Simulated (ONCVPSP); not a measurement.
# rhenium ONCV: all-electron and pseudo phase curves

- Element: rhenium
- Generator: ONCVPSP 4.0.1
- Type: optimised norm-conserving Vanderbilt (ONCV)
- Functional: PBE
- Relativity: scalar-relativistic
- Frozen core: [Kr] 4d10 4f14
- Valence charge: 15
- Reference configuration: 5s2 5p6 5d5 6s2
- Partial waves: 5s+6s: rc 1.45 bohr, ncon 4, nbas 9, qcut 7.2 1/bohr, 2 projectors; 5p: rc 1.40 bohr, ncon 5, nbas 8, qcut 5.7 1/bohr, 2 projectors, debl 2.7 Ha; 5d: rc 2.25 bohr, ncon 3, nbas 8, qcut 5.8 1/bohr, 2 projectors, debl 1.4 Ha
- Local potential: polynomial inside 0.95 bohr (lpopt 1, dvloc0 3 Ha)
- Core correction: Teter function, fcfact 2.25, rcfact 1.35

The phase is arctan(r·R′/R) of the radial function R(r), unwrapped; energies in Ha, scanned from -5 to 5 Ha. A pole is an energy at which the radial function vanishes at the test radius. The pseudo phase is shifted by a multiple of π to meet the all-electron one at the reference energy, and phase errors are pseudo minus all-electron; the curves can meet again beyond the range given. Levels narrower than the energy grid can be missing from the lists of poles.

```tsv
channel	radius (bohr)	reference energy (Ha)	poles, all-electron	poles, pseudo	unbroken range about the reference energy with phases within 0.05 rad	phase error 1 Ha above the reference energy (rad)
s	1.47	-0.22	-2.06	-2.06	below 3.2	-0.000
p	1.42	-1.73	0.39	0.39	the whole range	-0.000
d	2.28	-0.20	0.31, 4.84	0.31, 4.87	the whole range	+0.000
```

Phases in the d channel:

| E (Ha) | all-electron | pseudo |
| --- | --- | --- |
| -4.96 | 1.406 | 1.406 |
| -4.72 | 1.401 | 1.401 |
| -4.48 | 1.395 | 1.395 |
| -4.24 | 1.389 | 1.389 |
| -4.00 | 1.382 | 1.382 |
| -3.76 | 1.375 | 1.375 |
| -3.52 | 1.366 | 1.366 |
| -3.28 | 1.357 | 1.357 |
| -3.04 | 1.345 | 1.346 |
| -2.80 | 1.333 | 1.333 |
| -2.56 | 1.317 | 1.317 |
| -2.32 | 1.298 | 1.298 |
| -2.08 | 1.275 | 1.275 |
| -1.84 | 1.245 | 1.245 |
| -1.60 | 1.203 | 1.203 |
| -1.36 | 1.143 | 1.143 |
| -1.12 | 1.045 | 1.045 |
| -0.88 | 0.855 | 0.855 |
| -0.64 | 0.385 | 0.385 |
| -0.40 | -0.596 | -0.596 |
| -0.16 | -1.204 | -1.204 |
| 0.08 | -1.446 | -1.446 |
| 0.32 | -1.577 | -1.577 |
| 0.56 | -1.669 | -1.669 |
| 0.80 | -1.753 | -1.753 |
| 1.04 | -1.846 | -1.846 |
| 1.28 | -1.972 | -1.972 |
| 1.52 | -2.179 | -2.178 |
| 1.76 | -2.588 | -2.586 |
| 2.00 | -3.312 | -3.308 |
| 2.24 | -3.918 | -3.913 |
| 2.48 | -4.217 | -4.213 |
| 2.72 | -4.371 | -4.368 |
| 2.96 | -4.464 | -4.461 |
| 3.20 | -4.526 | -4.523 |
| 3.44 | -4.570 | -4.568 |
| 3.68 | -4.605 | -4.603 |
| 3.92 | -4.633 | -4.631 |
| 4.16 | -4.657 | -4.655 |
| 4.40 | -4.678 | -4.676 |
| 4.64 | -4.697 | -4.695 |
| 4.88 | -4.716 | -4.713 |
